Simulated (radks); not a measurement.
Task: Excited configurations of the fluorine ion F+: one electron is placed in a higher orbital outside [He] 2s2 2p3. The ground configuration is [He] 2s2 2p4. All-electron calculation, scalar-relativistic Kohn-Sham, PBE, spin-polarised, spherical densities, finite nucleus; open shells are filled with parallel spins first; Fermi nuclear charge, rms radius 2.8976 fm. Program: a radial shooting solver on a logarithmic mesh with Libxc functionals. Excitation = E - E(ground); binding = E(ion) - E, where the ion is the core of charge +2; n* = 2/sqrt(2 binding) in atomic units, and the quantum defect is n - n*.

outer orbital  excitation (eV)  binding (eV)     n*  quantum defect  eigenvalue (eV)  <r> (bohr)
4s                      28.647         6.297  2.940           1.060           -5.017       6.781
4d                      30.971         3.973  3.701           0.299           -3.026       9.250
4f                      31.377         3.567  3.906           0.094           -2.609       8.709
5p                      31.749         3.195  4.127           0.873           -2.575       12.99
7f                      33.671         1.273  6.538           0.462           -1.042       31.42

Estimate the row for 7s.

Result: excitation (eV) 33.251; binding (eV) 1.693; n* 5.670; quantum defect 1.330; eigenvalue (eV) -1.406; <r> (bohr) 25.71. The Delta-SCF ionisation energy is 34.944 eV (NIST Atomic Spectra Database: 34.971 eV, measured). Self-interaction in the functional shifts the binding energies and quantum defects, so they are the method's values and not measured ones. Open shells are spherical and high-spin; term and fine-structure splittings are not resolved.
